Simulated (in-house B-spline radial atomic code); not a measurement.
The numbers below are computed, except where a source is named.
Extrapolating the RPA correlation energy in partial waves: Mg III (Mg2+)

All-electron RPA on r2SCAN orbitals from an all-electron radial atomic-structure program (B-spline basis), non-relativistic, point nucleus, configuration [He] 2s2 2p6. With empty states up to angular momentum L the sums are:

| L | E_c(L) (hartree) |
| --- | --- |
| 3 | -0.536854 |
| 4 | -0.567435 |
| 5 | -0.579490 |

For large l each further wave adds A/(l + 1/2)⁴, because the basis must build the cusp where two electrons meet.

(1) Estimate the limit from L = 4 and L = 5.

(2) How good is the estimate?

## Answers

(1) Wave 5 adds -0.012055, against a sum of (l + 1/2)⁻⁴ of 1.09282e-03, so A = -11.031. The sum over l > 5 is ζ(4, 6.5) = 1.5223e-03, close to 1/(3 × 6³) = 1.5432e-03. The tail is -0.016792 and the limit -0.59628 hartree.

(2) A run to L = 11 sums to -0.59206 and extrapolates to -0.59358 hartree, 0.08 millihartree from the run before. The estimate differs from that by -2.71 millihartree, while the bare sum at L = 5 misses 14.1 millihartree (2.4 %).
